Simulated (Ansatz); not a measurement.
One geometry of C3H9NOS2W, SMILES `C[O][W](=[S])(=[S])[N](C)C`, several functionals.

```yaml
crystal:
  periodic: [false, false, false]
  atoms:
    - {symbol: C, position_ang: [0.046825, -3.017627, -1.206899]}
    - {symbol: O, position_ang: [0.138871, -1.773026, -0.558735]}
    - {symbol: W, position_ang: [-0.557017, -0.075449, -0.884397]}
    - {symbol: S, position_ang: [-2.690394, -0.189137, -0.884190]}
    - {symbol: S, position_ang: [0.156015, 0.621704, -2.773334]}
    - {symbol: N, position_ang: [0.054466, 1.072545, 0.529186]}
    - {symbol: C, position_ang: [1.266838, 1.868923, 0.464996]}
    - {symbol: C, position_ang: [-0.672658, 1.277867, 1.769332]}
    - {symbol: H, position_ang: [0.449130, -2.948055, -2.221917]}
    - {symbol: H, position_ang: [-0.996321, -3.343812, -1.256692]}
    - {symbol: H, position_ang: [0.626928, -3.747120, -0.637696]}
    - {symbol: H, position_ang: [1.024212, 2.935488, 0.543969]}
    - {symbol: H, position_ang: [1.793735, 1.701019, -0.471690]}
    - {symbol: H, position_ang: [1.932111, 1.606001, 1.295704]}
    - {symbol: H, position_ang: [-0.955653, 2.332294, 1.872883]}
    - {symbol: H, position_ang: [-1.576038, 0.672312, 1.796387]}
    - {symbol: H, position_ang: [-0.041031, 1.006052, 2.623102]}
basis:
  gaussian: {orbitals: def2-TZVPP}
hamiltonian: {xc: {name: B97M-V}}
output: {orbitals: {seedname: orbitals}}
```

```sh
$ ansatz run in.yaml --threads 4 --pin off --events-out ev --progress --plain --max-ram 66560MiB --backend cuda --devices 0, --max-vram 37GiB
```

Output, abridged:

```
Functional definition: B97M-V
2280 factors; their error is unknown
mean field evaluation 1: about -30276.3967 eV, gradient 8.9e1 eV
mean field evaluation 2: about -30134.5548 eV, gradient 2.7e2 eV
mean field evaluation 4: about -30291.0506 eV, gradient 3.4e1 eV
mean field evaluation 8: about -30293.5823 eV, gradient 9.8e-1 eV
mean field evaluation 16: about -30293.5543 eV, gradient 1.1e-2 eV
mean field -30293.55425804 eV, -1113.2675852743 hartree, gradient 2.7e-5 eV, S^2 0.000000; 0 other end points of the search recorded, 0 dependent functions left out
reference -30293.55433665 eV, -1113.2675881632 hartree; 44, 44 occupied and 377, 377 virtual orbitals, 2280 factors
Total energy: -30293.55433665 eV, -1113.2675881632 hartree
```

Run time 11 s (4 threads of an AMD EPYC 7R13 on a shared host and a share of an NVIDIA H100 80 GB); peak host memory 1.1 GiB.

The same input with `hamiltonian: {xc: {name: BLYP}, dispersion: d4}` (abridged; 9.5 s):

```
Functional definition: BLYP
mean field evaluation 16: about -30296.9409 eV, gradient 2.3e-2 eV
mean field -30296.94086541 eV, -1113.3920407996 hartree, gradient 7.4e-5 eV, S^2 0.000000
Total energy: -30298.11457634 eV, -1113.4351738808 hartree
```

The same input with `hamiltonian: {xc: {name: CAM-B3LYP}, dispersion: d4}` (abridged; 7.5 s):

```
Functional definition: CAM-B3LYP
mean field evaluation 16: about -30295.2413 eV, gradient 6.2e-4 eV
mean field -30295.24129922 eV, -1113.3295828942 hartree, gradient 5.5e-5 eV, S^2 0.000000
Total energy: -30295.74989170 eV, -1113.3482733231 hartree
```

The same input with `hamiltonian: {xc: pbe0, dispersion: d4}` (abridged; 8 s):

```
Functional definition: PBE0
mean field evaluation 16: about -30283.8397 eV, gradient 8.4e-4 eV
mean field -30283.83973210 eV, -1112.9105830309 hartree, gradient 7.7e-5 eV, S^2 0.000000
Total energy: -30284.32812701 eV, -1112.9285312126 hartree
```

The same input with `hamiltonian: {xc: {name: r2SCANh}, dispersion: d4}` (abridged; 7 s):

```
Functional definition: r2SCANh
mean field evaluation 16: about -30294.4380 eV, gradient 7.9e-3 eV
mean field -30294.43804695 eV, -1113.3000639178 hartree, gradient 3.9e-5 eV, S^2 0.000000
Total energy: -30294.59702719 eV, -1113.3059063337 hartree
```

The same input with `hamiltonian: {xc: {name: B3LYP}, dispersion: d4}` and forces (abridged; 8 s):

```
Functional definition: B3LYP
mean field evaluation 16: about -30301.3577 eV, gradient 6.5e-3 eV
mean field -30301.35774302 eV, -1113.5543580579 hartree, gradient 1.6e-5 eV, S^2 0.000000
Total energy: -30302.26020894 eV, -1113.5875230688 hartree
Atom 0 force     0.004859    -0.342336    -0.133960 eV/Å
Atom 1 force     0.125816    -0.053319     0.162522 eV/Å
Atom 2 force     0.024022     0.025378     0.044238 eV/Å
Atom 3 force    -0.436514    -0.031318     0.003969 eV/Å
Atom 4 force     0.152875     0.136605    -0.386860 eV/Å
Atom 5 force     0.010229     0.030677     0.031137 eV/Å
Atom 6 force     0.280655     0.162989    -0.038150 eV/Å
Atom 7 force    -0.178748     0.022542     0.272494 eV/Å
Atom 8 force    -0.022134    -0.012678     0.049912 eV/Å
Atom 9 force     0.055628     0.008413    -0.001695 eV/Å
Atom 10 force    -0.032649     0.023010    -0.039084 eV/Å
Atom 11 force     0.029032    -0.042911    -0.002238 eV/Å
Atom 12 force    -0.024576     0.023446     0.078903 eV/Å
Atom 13 force    -0.019486     0.027128    -0.043280 eV/Å
Atom 14 force     0.006960    -0.049528     0.012745 eV/Å
Atom 15 force     0.066742     0.051639     0.017462 eV/Å
Atom 16 force    -0.042708     0.020262    -0.028116 eV/Å
Dipole moment:     0.450905    -0.084519     0.647186 e Å
```

B3LYP takes the VWN-RPA correlation (the form of Gaussian; ORCA's B3LYP/G).
